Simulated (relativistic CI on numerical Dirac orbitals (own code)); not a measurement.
Energy levels of Cr XXIII

Computed by Dirac-Coulomb-Breit CI, separate exchange-only KLI orbitals for each configuration, model QED, unscaled Slater integrals (own radial code, finite nucleus).

Configurations in the expansion: 1s², 1s2s, 1s2p, 1s3s, 1s3p, 1s3d, 1s4s, 1s4p, 1s4d, 1s4f, 1s5s, 1s5p, 1s5d, 1s5f, 1s5g, 1s6s, 1s6p, 1s6d. Levels of other configurations are missing.

```
No.  Configuration  Term  J  E (10³ cm⁻¹)    %  Landé g  jj configuration (%)
  1            1s²    ¹S  0           0.0  100                   closed (100)
  2           1s2s    ³S  1       45373.0  100    1.990           1s 2s (100)
  3           1s2p   ³P°  0       45585.4  100                 1s 2p1/2 (100)
  4           1s2p   ³P°  1       45599.0   94    1.459         1s 2p1/2 (87)
  5           1s2s    ¹S  0       45604.2  100                    1s 2s (100)
  6           1s2p   ³P°  2       45681.1  100    1.493        1s 2p3/2 (100)
  7           1s2p   ¹P°  1       45821.6   94    1.030         1s 2p3/2 (87)
  8           1s3s    ³S  1       53748.4  100    1.991           1s 3s (100)
  9           1s3p   ³P°  0       53807.0  100                 1s 3p1/2 (100)
 10           1s3s    ¹S  0       53810.2  100                    1s 3s (100)
 11           1s3p   ³P°  1       53811.0   93    1.458         1s 3p1/2 (88)
 12           1s3p   ³P°  2       53835.5  100    1.495        1s 3p3/2 (100)
 13           1s3d    ³D  2       53866.9   68    1.107         1s 3d3/2 (99)
 14           1s3d    ³D  1       53867.2  100    0.502        1s 3d3/2 (100)
 15           1s3p   ¹P°  1       53874.2   93    1.035         1s 3p3/2 (88)
 16           1s3d    ³D  3       53876.4  100    1.329        1s 3d5/2 (100)
 17           1s3d    ¹D  2       53878.4   68    1.055         1s 3d5/2 (99)
 18           1s4s    ³S  1       56647.3  100    1.991           1s 4s (100)
 19           1s4p   ³P°  0       56671.5  100                 1s 4p1/2 (100)
 20           1s4s    ¹S  0       56672.7  100                    1s 4s (100)
 21           1s4p   ³P°  1       56673.2   93    1.457         1s 4p1/2 (88)
 22           1s4p   ³P°  2       56683.5  100    1.495        1s 4p3/2 (100)
 23           1s4d    ³D  2       56696.4   70    1.111         1s 4d3/2 (99)
 24           1s4d    ³D  1       56696.5  100    0.503        1s 4d3/2 (100)
 25           1s4p   ¹P°  1       56699.5   93    1.037         1s 4p3/2 (88)
 26           1s4d    ³D  3       56700.4  100    1.330        1s 4d5/2 (100)
 27           1s4f   ³F°  3       56701.1   57    1.043        1s 4f5/2 (100)
 28           1s4f   ³F°  2       56701.4  100    0.668        1s 4f5/2 (100)
 29           1s4d    ¹D  2       56701.4   70    1.053         1s 4d5/2 (99)
 30           1s4f   ³F°  4       56703.3  100    1.247        1s 4f7/2 (100)
 31           1s4f   ¹F°  3       56703.5   57    1.038        1s 4f7/2 (100)
 32           1s5s    ³S  1       57981.3  100    1.992           1s 5s (100)
 33           1s5p   ³P°  0       57993.5  100                 1s 5p1/2 (100)
 34           1s5s    ¹S  0       57994.2  100                    1s 5s (100)
 35           1s5p   ³P°  1       57994.4   93    1.457         1s 5p1/2 (88)
 36           1s5p   ³P°  2       57999.7  100    1.496        1s 5p3/2 (100)
 37           1s5d    ³D  2       58006.2   71    1.113         1s 5d3/2 (99)
 38           1s5d    ³D  1       58006.3  100    0.503        1s 5d3/2 (100)
 39           1s5p   ¹P°  1       58007.8   93    1.038         1s 5p3/2 (88)
 40           1s5d    ³D  3       58008.2  100    1.330        1s 5d5/2 (100)
 41           1s5f   ³F°  3       58008.7   57    1.044        1s 5f5/2 (100)
 42           1s5f   ³F°  2       58008.8  100    0.669        1s 5f5/2 (100)
 43           1s5d    ¹D  2       58008.8   71    1.052         1s 5d5/2 (99)
 44           1s5f   ³F°  4       58009.8  100    1.248        1s 5f7/2 (100)
 45           1s5g    ³G  4       58009.8   55    1.025        1s 5g7/2 (100)
 46           1s5g    ³G  3       58009.8  100    0.751        1s 5g7/2 (100)
 47           1s5f   ¹F°  3       58009.8   57    1.038        1s 5f7/2 (100)
 48           1s5g    ³G  5       58010.4  100    1.198        1s 5g9/2 (100)
 49           1s5g    ¹G  4       58010.5   55    1.024        1s 5g9/2 (100)
 50           1s6s    ³S  1       58703.2  100    1.992           1s 6s (100)
 51           1s6p   ³P°  0       58710.3  100                 1s 6p1/2 (100)
 52           1s6s    ¹S  0       58710.7  100                    1s 6s (100)
 53           1s6p   ³P°  1       58710.8   93    1.457         1s 6p1/2 (88)
 54           1s6p   ³P°  2       58713.8  100    1.496        1s 6p3/2 (100)
 55           1s6d    ³D  2       58717.6   71    1.114         1s 6d3/2 (99)
 56           1s6d    ³D  1       58717.6  100    0.503        1s 6d3/2 (100)
 57           1s6p   ¹P°  1       58718.5   93    1.038         1s 6p3/2 (88)
 58           1s6d    ³D  3       58718.7  100    1.330        1s 6d5/2 (100)
 59           1s6d    ¹D  2       58719.1   71    1.051         1s 6d5/2 (99)
```

Energies count from the lowest computed level; ° marks odd parity. Filled j subshells are mostly left out of the jj labels.

The mean weight of the leading LS term, summed over parents, in these 59 levels is 90 %, and that of the leading jj configuration (from the same eigenvectors) 98 %.

At this charge energies of transitions that change n are usually good to better than 1 %, and those within a shell (Δn = 0) to a few per cent.

LS names give the leading component of a level, which can be under half, so a name can repeat, a term be missing and a line seem to break the LS rules.
